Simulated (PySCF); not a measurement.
Mo(IV): tetrahedral complexes compared

All values are computed with PySCF: state-averaged CASSCF of the d shell with SC-NEVPT2, spin-free X2C, triple-zeta basis on the metal and double-zeta on the ligands, mean-field spin-orbit coupling; DFT geometries.

| complex | point group | M–L / Å | L–M–L / ° | solvent |
| --- | --- | --- | --- | --- |
| MoBr4 | Td | 2.37 | 109 | none |
| MoF4 | Td | 1.84 | 109 | none |
| MoCl4 | Td | 2.22 | 109 | none |
| Mo(OH)4 | C1 | 1.88–1.92 | 88–120 | none |

For MoBr4, MoF4, MoCl4, Mo(OH)4 the d shell alone is too small an active space: their values show what this model gives and aren't sound predictions.

(1) Rank by 10Dq at CASSCF level, lowest first.
A. MoBr4
B. Mo(OH)4
C. MoF4
D. MoCl4

(2) Rank by the nephelauxetic ratio at CASSCF level, lowest first.
A. MoBr4
B. Mo(OH)4
C. MoCl4
D. MoF4

(3) Rank by the spin-orbit constant ζ, lowest first.
A. MoF4
B. MoBr4
C. Mo(OH)4
D. MoCl4

(4) What are the ground states and moments?

In Mo(OH)4 the symmetry is lower than cubic, so the total splitting isn't 10Dq alone: it holds the effect of the lower symmetry too.

## Answers

(1) A (9604 cm⁻¹), D (11007 cm⁻¹), C (14651 cm⁻¹), B (19822 cm⁻¹).

(2) A (0.594), C (0.620), B (0.662), D (0.754).

(3) B (398 cm⁻¹), D (544 cm⁻¹), C (602 cm⁻¹), A (654 cm⁻¹).

(4) 
| complex | shell | ground state (NEVPT2) | total orbital splitting (CASSCF fit) / cm⁻¹ | μeff(300 K) / μB |
| --- | --- | --- | --- | --- |
| MoBr4 | d2 | 3A2 | 9604 | 2.69 |
| MoF4 | d2 | 3A2 | 14651 | 2.66 |
| MoCl4 | d2 | 3A2 | 11007 | 2.67 |
| Mo(OH)4 | d2 | 3A2-like | 23542 | 2.72 |
